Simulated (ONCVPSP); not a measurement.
# Which change was made? (S, ONCV)

ONCVPSP 4.0.1 input, shortened (lines: element, Z, core and valence counts, functional; n l f; lmax; l rc ep ncon nbas qcut; lloc lpopt rc5 dvloc0; l nproj debl; icmod fcfact rcfact), PBE, fully relativistic:

```
  S 16.00    3    2        4      upf
    1    0    2.00
    2    0    2.00
    2    1    6.00
    3    0    2.00
    3    1    4.00
    1
    0    1.20    0.00    3    7    4.30
    1    1.45    0.00    4    7    6.00
    4    5    1.15    1.00
    0    3    2.30
    1    2    3.10
    3    5.00    1.70
```

Open shells are filled in proportion to 2j + 1.

Cutoffs, loose and tight: the cutoffs (Ha) at which the residual kinetic energy of the hardest occupied pseudo-wave falls to 1 and 0.1 mHa per electron. They do not see the model core or the augmentation charge, which bear on the density cutoff. Test errors are all-electron minus pseudo excitation energies from the reference, over the configurations 3s2 3p3; 3s2 3p2; 3s2 3p1; 3s1 3p4; variants that change the core or the reference have their own tests.

The base gives: outcome: generated; cutoff, loose: 23 Ha; cutoff, tight: 78 Ha; bound ghosts: s; GHOST(+) flags above zero: none; largest test error (meV): -30.

**Question.** After one change the result is: outcome: generated; cutoff, loose: 133 Ha; cutoff, tight: 161 Ha; bound ghosts: s, p3/2, p1/2; GHOST(+) flags above zero: s; largest test error (meV): -52. Which change was it?
A. p: rc 1.02; local potential polynomial inside 1.02 bohr (lpopt 5, dvloc0 1 Ha)
B. p: rc 2.14
C. p: rc 1.14; local potential polynomial inside 1.14 bohr (lpopt 5, dvloc0 1 Ha)

**Answer.** A. The others give: p: rc 2.14 → outcome: generated; cutoff, loose: 23 Ha; cutoff, tight: 78 Ha; bound ghosts: s; GHOST(+) flags above zero: none; largest test error (meV): -63 | p: rc 1.14; local potential polynomial inside 1.14 bohr (lpopt 5, dvloc0 1 Ha) → outcome: generated; cutoff, loose: 88 Ha; cutoff, tight: 112 Ha; bound ghosts: s, p3/2, p1/2; GHOST(+) flags above zero: none; largest test error (meV): -42.
